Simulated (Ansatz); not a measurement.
Reaction (redistribution): `OC[SiH2]F` + `FC[SiH2]O[SiH3]` → `FC[SiH2][SiH2]F` + `OCO[SiH3]`

Calculated with Ansatz (gas phase, PBE0-D4/def2-TZVP geometries, no zero-point term in ΔE). CCSD(T)/CBS adds triple-zeta CCSD(T) − MP2 to the extrapolated MP2 energy (def2 sets, frozen cores). DFT in def2-TZVPP. One conformer a species, not always the lowest.

```csv
level,ΔE (kcal/mol)
B2PLYP,38.2
PBE,31.3
MP2/def2-TZVPP,40.2
CCSD(T)/def2-TZVPP,37.5
MP2/def2-QZVPP,41.0
HF/CBS(def2),40.8
MP2/CBS(def2),41.3
CCSD/CBS(def2),39.2
```

(1) What does CCSD(T)/CBS give? (Best estimate.)

Largest T1 diagnostic among the species: 0.012.

## Answers

(1) Ansatz gave: +38.6 kcal/mol. The listed levels differ from it by -0.4, -7.3, 1.6, -1.1, 2.4, 2.2, 2.7, 0.6 kcal/mol.

From PBE to PBE0 (25 % exact exchange), in def2-TZVPP and without D4, ΔE moves by +2.1 kcal/mol.
